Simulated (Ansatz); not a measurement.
`[NH2][Sn][Cl]` + silanol → `[NH2][Sn][O][SiH3]` + HCl at 400 K and 1 bar (ligand exchange at the Sn–Cl bond).

Calculated with Ansatz (gas phase, PBE0-D4/def2-TZVP geometries, no zero-point term in ΔE). CCSD(T)/CBS adds triple-zeta CCSD(T) − MP2 to the extrapolated MP2 energy (def2 sets, frozen cores). This one scheme is used for every species. Elements past krypton have def2 core potentials. For Sn outer-core shells are correlated without core-valence functions, which leaves a few kJ/mol of doubt a bond. Each species was taken in one conformer, which may not be the lowest.

```tsv
species	CCSD(T)/CBS energy (Eh)	H − E (kJ/mol)	S (J/(mol·K))
`[NH2][Sn][Cl]`	-729.78832	90.2	330.4
`O[SiH3]`	-366.69042	120.0	276.4
`[NH2][Sn][O][SiH3]`	-636.07850	174.7	406.3
HCl	-460.38127	29.6	195.4
```

H − E and S are ideal-gas, rigid-rotor, harmonic terms from PBE0-D4/def2-TZVP, for one conformer and one mirror image of each species. 1 Eh = 2625.50 kJ/mol, R = 8.31446 J/(mol·K).

**Question.** By hand: ΔE, ΔH, ΔS and ΔG.

**Answer.** ΔE = (-636.07850) + (-460.38127) − (-729.78832) − (-366.69042) = 0.01897 Eh = 49.8 kJ/mol. Δ(H − E) = 174.7 + 29.6 − 90.2 − 120.0 = -5.9, so ΔH = 43.9 kJ/mol. ΔS = 406.3 + 195.4 − 330.4 − 276.4 = -5.1 J/(mol·K). ΔG = 43.9 − 400 × (-5.1)/1000 = 45.9 kJ/mol.

**Question.** By hand: the equilibrium constant, and the temperature at which ΔG would vanish if ΔH and ΔS stayed fixed.

**Answer.** log₁₀ K = −ΔG/(RT ln 10) = -6.0. ΔH and −TΔS have one sign here, so there is no such temperature. One of them is within its doubt of zero, so this could turn.

The number of gas molecules stays the same, so ΔS is small and ΔH decides. A doubt of 5 kJ/mol in ΔE shifts log₁₀ K by 0.7 here. Other conformers and mirror images would add mixing entropy, several J/(mol·K) or more a flexible species. Modes under 60 cm⁻¹, often nearly free rotors, make the harmonic entropy too high. These are equilibria of isolated gas molecules and say nothing of rates. Largest T1 diagnostic: 0.016 (customary marks: 0.02 for closed shells, 0.045 for open ones).
